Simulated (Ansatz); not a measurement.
**Question.** Predict a relaxed structure of [Au(NH3)2]+ (AuN₂H₆⁺), charge 1, singlet, at PBE-D4/def2-TZVP (Ansatz).

**Answer.** 
Cartesian coordinates in Å:
```
Au 0.0000 0.0001 -0.0001
N -1.5110 -0.2660 -1.3763
H -1.9438 -1.1919 -1.2835
H -1.1610 -0.1849 -2.3375
H -2.2525 0.4335 -1.2587
N 1.5110 0.2660 1.3763
H 1.1505 0.2476 2.3369
H 1.9854 1.1661 1.2428
H 2.2214 -0.4706 1.3000
```
The metal has 2 neighbours: N 2.06 Å, N 2.06 Å. This is one stationary point.

In the def2 sets Au takes a core potential; there is no spin–orbit coupling. The relaxation made no stability test and no search for a lower SCF solution.
